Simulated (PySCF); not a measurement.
## How methods differ on the excitation energy of Li

Li [He] 2s1 (2S) → Li [He] 2p1 (2P), as a difference of total energies. Calculation: PySCF 2.14, in aug-cc-pCVTZ-DK; scalar relativity by spin-free X2C-1e. Correlated levels: valence and next inner shell: nothing frozen. The calculations carry no spin-orbit coupling.

```json
{"method": "UHF", "excitation energy (cm⁻¹)": "14861"}
{"method": "MP2 (valence and next inner shell)", "excitation energy (cm⁻¹)": "14925"}
{"method": "SCS-MP2 (valence and next inner shell)", "excitation energy (cm⁻¹)": "14944"}
{"method": "CCSD (valence and next inner shell)", "excitation energy (cm⁻¹)": "14926"}
{"method": "CCSD(T) (valence and next inner shell)", "excitation energy (cm⁻¹)": "14927"}
```

Errors of the correlated levels include the incompleteness of this basis.

For comparison: 14904 cm⁻¹ (measured; NIST levels, between the centres of gravity of the two terms).
